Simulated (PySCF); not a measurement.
OSc, SMILES [O]=[Sc] (connectivity only; charge and spin as stated), neutral, multiplicity 2.

Geometry optimised at PBE-D3(BJ)/def2-TZVPD.

Calculation: PySCF 2.14.0 with PBE-D3(BJ)/def2-TZVPD.

Frequencies are harmonic and unscaled.

Computed vibrational spectrum:
```json
[
 {"mode": "1", "ν (cm⁻¹)": "976", "IR (km/mol)": "163.1", "moving atoms (share of kinetic energy)": "O 74 %, Sc 26 %"}
]
```
